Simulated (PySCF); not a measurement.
**`C(#C)C[C@H]1CCO[SiH2]1`, C$_{6}$H$_{10}$OSi**

Geometry:
| atom | x (Å) | y (Å) | z (Å) |
| --- | --- | --- | --- |
| C1 | 3.403 | -0.054 | 0.376 |
| C2 | 2.401 | -0.454 | -0.140 |
| C3 | 1.158 | -0.927 | -0.716 |
| C4 | -0.044 | -0.481 | 0.118 |
| C5 | -0.199 | 1.043 | 0.150 |
| C6 | -1.644 | 1.334 | 0.549 |
| O7 | -2.498 | 0.401 | -0.078 |
| Si8 | -1.778 | -1.002 | -0.500 |
| H9 | 4.292 | 0.289 | 0.815 |
| H10 | 1.186 | -2.019 | -0.767 |
| H11 | 1.068 | -0.542 | -1.736 |
| H12 | 0.106 | -0.837 | 1.142 |
| H13 | -0.025 | 1.441 | -0.853 |
| H14 | 0.501 | 1.522 | 0.834 |
| H15 | -1.770 | 1.241 | 1.634 |
| H16 | -1.962 | 2.335 | 0.246 |
| H17 | -2.344 | -2.114 | 0.257 |
| H18 | -1.859 | -1.169 | -1.948 |

Method used: GIAO B3LYP/pcSseg-1 magnetisability, rotational g tensor and spin-rotation constants, non-relativistic, gas phase (PySCF). Geometry: GFN2-xTB.

Question: Give the nuclear spin-rotation constants along the inertial axes (H = +C I·J) beside the isotropic shieldings.

Answer: Rotational constants 3.8673, 1.0253, 0.8502 GHz. A star marks the isotopologue with that one atom substituted, in its own axes.
| atom | isotope | Caa (kHz) | Cbb (kHz) | Ccc (kHz) | mean (kHz) | σ (ppm) |
| --- | --- | --- | --- | --- | --- | --- |
| H9 | 1H | -0.100 | -0.083 | -0.095 | -0.093 | 30.5 |
| H10 | 1H | -0.403 | 0.014 | -0.076 | -0.155 | 29.2 |
| H11 | 1H | -0.407 | -0.115 | 0.023 | -0.166 | 29.7 |
| H12 | 1H | -0.381 | -0.121 | 0.018 | -0.161 | 30.2 |
| H13 | 1H | -0.436 | -0.110 | 0.021 | -0.175 | 30.4 |
| H14 | 1H | -0.171 | -0.033 | -0.086 | -0.097 | 29.3 |
| H15 | 1H | -0.406 | -0.088 | 0.038 | -0.152 | 27.8 |
| H16 | 1H | -0.319 | -0.020 | -0.030 | -0.123 | 27.3 |
| H17 | 1H | -0.288 | -0.056 | 0.001 | -0.115 | 27.0 |
| H18 | 1H | -0.339 | -0.061 | 0.011 | -0.130 | 27.2 |
| C1 | 13C* | 0.502 | 0.258 | 0.262 | 0.341 | 109.2 |
| C2 | 13C* | 0.454 | 0.289 | 0.315 | 0.353 | 92.7 |
| C3 | 13C* | 0.607 | 0.165 | 0.128 | 0.300 | 158.9 |
| C4 | 13C* | 0.641 | 0.171 | 0.155 | 0.322 | 150.0 |
| C5 | 13C* | 0.685 | 0.182 | 0.162 | 0.343 | 142.6 |
| C6 | 13C* | 0.842 | 0.204 | 0.238 | 0.428 | 107.8 |
| O7 | 17O* | -0.094 | -0.141 | -0.070 | -0.102 | 297.9 |
| Si8 | 29Si* | -2.333 | -0.644 | -0.587 | -1.188 | 341.7 |

For the geometry as given, no vibrational averaging.

Question: How do the rotational constants and the g tensor change when H9, H10, H11, H12, H13, H14, H15, H16, H17, H18 are replaced by deuterium?

Answer: Constants 3.0253, 0.9342, 0.7682 GHz; g -0.0218, -0.0099, -0.0080, against -0.0278, -0.0108, -0.0089 before.
